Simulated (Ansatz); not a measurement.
Saddle point of SiH2Cl4O, closed shell (SiHCl₃O ([OH][Si]([Cl])([Cl])[Cl]) + HCl → SiCl₄ ([Cl][Si]([Cl])([Cl])[Cl]) + H₂O; bonds formed: Si1–Cl7, O2–H6; bonds broken: Si1–O2, H6–Cl7), PBE0-D4/def2-TZVP structure:

```csv
atom,x (Å),y (Å),z (Å)
Si1,-0.5789,-0.2450,0.0890
O2,1.1537,-0.1005,-0.1798
Cl3,-0.5991,-2.1376,-0.7974
Cl4,-1.1769,-0.6790,1.9680
Cl5,-1.8592,0.7309,-1.1414
H6,1.2663,0.9483,0.1112
Cl7,0.2321,2.0148,0.8930
H8,1.5620,-0.5320,-0.9425
```

Energies are electronic, without zero-point energy. Barriers and step energies count from the start structure reached by relaxing down the imaginary mode; all methods use the PBE0-D4 structures, on which another method's saddle can fall below an end. Ansatz 0.2.0; basis: def2-TZVPP, with def2-QZVPP for the basis limit; cores frozen in the correlated methods. B3LYP uses VWN-RPA correlation. Extrapolation: Hartree–Fock as exp(−7.88 √X), correlation as X^−2.97.

```csv
method,barrier (eV),step energy (eV)
SPW92,0.702,0.293
PBE-D4,?,0.179
BLYP-D4,1.268,0.240
r2SCAN-D4,1.172,0.241
B97M-V,1.347,0.249
PBE0-D4,1.177,0.197
B3LYP-D4,1.343,0.256
r2SCAN0-D4,1.242,0.245
BHLYP-D4,1.476,0.276
CAM-B3LYP-D4,1.373,0.321
wB97X-V,?,0.237
wB97M-V,?,0.218
B2PLYP,1.417,0.298
PBE-QIDH,1.286,0.240
RPA on PBE,1.480,0.286
HF,1.982,0.364
MP2,1.331,0.237
CCSD,1.547,0.305
CCSD(T),1.442,0.288
```

(1) Fill in the withheld barriers. (An estimate is asked for; the value comes from the calculation.)

No T1 diagnostic of these runs exceeds 0.010. The end structure is not quite a true minimum (one mode of 35i cm⁻¹).

## Answers

(1) By the calculation: PBE-D4 1.060; wB97M-V 1.246; wB97X-V 1.321 eV. Each is the energy of the saddle less that of the start structure, by the same method.

For comparison, the barrier by CCSD(T) at an estimated basis limit (MP2 extrapolated from triple and quadruple zeta, plus CCSD(T) − MP2 in triple zeta) is 1.326 eV.

Hydrogen chloride, the by-product of chloride precursors, can attack films and sites by steps of this kind.

Labels in which every atom is bracketed show which atoms are joined, not bond orders.

For scale, one of the runs: CCSD(T)/def2-TZVPP, 269 basis functions, launched by `ansatz run in.yaml --threads 8 --pin off --events-out ev --progress --plain --max-ram 19148MiB`. Time: 3 min of wall clock on 8 CPU threads of an Intel Xeon; the host was shared. Peak host memory: 6.2 GiB.
